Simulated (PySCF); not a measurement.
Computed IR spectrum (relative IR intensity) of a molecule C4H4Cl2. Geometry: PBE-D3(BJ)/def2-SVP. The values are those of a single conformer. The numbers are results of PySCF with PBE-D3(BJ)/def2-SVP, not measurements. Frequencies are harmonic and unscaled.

Lines under 2 % of the strongest are left out, and lines within 2 cm⁻¹ are merged.

ν (cm⁻¹): 268 (w), 330 (w), 487 (w), 513 (w), 633 (s), 716 (vs), 848 (s), 1029 (vs), 1130 (m), 1211 (s), 1260 (w), 1383 (w), 1410 (w), 2019 (m), 3014 (w), 3046 (vw) (against the strongest line: vs over 80 %, s over 45 %, m over 15 %, w over 4 %, vw less)

Q: Identify the compound among the candidates.
(A) CC=C=C(Cl)Cl
(B) C=CC=C(Cl)Cl
(C) C=C=C(Cl)CCl
(D) C=C(Cl)/C=C\Cl

A: C, C=C=C(Cl)CCl
